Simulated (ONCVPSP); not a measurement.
What one change does to a pseudopotential (Ga (Z = 31), ONCV)

```json
{
  "Element": "gallium",
  "Generator": "ONCVPSP 4.0.1",
  "Type": "optimised norm-conserving Vanderbilt (ONCV)",
  "Functional": "PBE",
  "Relativity": "fully relativistic",
  "Frozen core": "[Ne]",
  "Valence charge": "21",
  "Reference configuration": "3s2 3p6 3d10 4s2 (charge +1)",
  "Partial waves": "3s+4s: rc 1.00 bohr, ncon 4, nbas 8, qcut 10.5 1/bohr, 2 projectors; 3p: rc 0.70 bohr, ncon 4, nbas 7, qcut 13.5 1/bohr, 3 projectors, debl 1.7 Ha; 3d: rc 1.35 bohr, ncon 3, nbas 8, qcut 10.2 1/bohr, 1 projector",
  "Local potential": "polynomial inside 0.65 bohr (lpopt 5, dvloc0 6 Ha)",
  "Core correction": "none"
}
```

Open shells are filled in proportion to 2j + 1.

In the p channel the program set the typed energies aside and used -3.893, 0.250, 1.950 Ha (j = l + 1/2; the other j can differ).

All-electron outer shells of the reference configuration (PBE, scalar-relativistic, ld1.x):

```
shell  level (eV)  outermost node (bohr)  outermost maximum (bohr)
   2p    -1107.11                      –                      0.15
   3s     -156.41                   0.27                      0.56
   3p     -107.14                   0.24                      0.56
   3d      -27.42                      –                      0.53
   4s      -16.33                   0.80                      1.85
```

Change: d: rc 1.44.

Cutoffs: the cutoffs (Ha) at which the residual kinetic energy of the hardest occupied pseudo-wave falls to 1 and 0.1 mHa per electron; they do not see the model core or the augmentation charge, which bear on the density cutoff. Errors are all-electron minus pseudo energies relative to the spin-unpolarised reference configuration.

**Question.** Predict the effect on cutoff, ghosts and configuration errors.

**Answer.** The potential gets neither clearly harder nor softer (85 Ha and 257 Ha → 85 Ha and 257 Ha); of the 4 tests that both files solve, the error grows in 2 and shrinks in 1 by more than 15 % and 0.3 meV (median size 1.4 → 5.1 meV); neither file shows a bound ghost.

```tsv
quantity	base	changed
cutoff, loose	85 Ha	85 Ha
cutoff, tight	257 Ha	257 Ha
loose cutoff by channel	s 46 Ha, p 85 Ha, d 46 Ha	s 46 Ha, p 85 Ha, d 44 Ha
bound ghosts	none	none
GHOST(+) flags under 300 eV	none	none
error for 3s2 3p6 3d10 4s2 4p1, meV [ΔE -5.69 eV]	-0.2	-0.2
error for 3s2 3p6 3d10 4s1, meV [ΔE 21.13 eV]	+0.7	-0.3
error for 3s2 3p6 3d10 4s0, meV [ΔE 52.40 eV]	-2.0	-9.9
error for 3s2 3p6 3d9 4s0, meV [ΔE 116.28 eV]	+13	+26
s: phases at 1.01 bohr within 0.05 rad from the reference energy up to (Ha; the scan ends near 5)	to the end of the scan	to the end of the scan
p3/2: phases at 0.71 bohr within 0.05 rad from the reference energy up to (Ha; the scan ends near 5)	to the end of the scan	to the end of the scan
p1/2: phases at 0.71 bohr within 0.05 rad from the reference energy up to (Ha; the scan ends near 5)	to the end of the scan	to the end of the scan
```
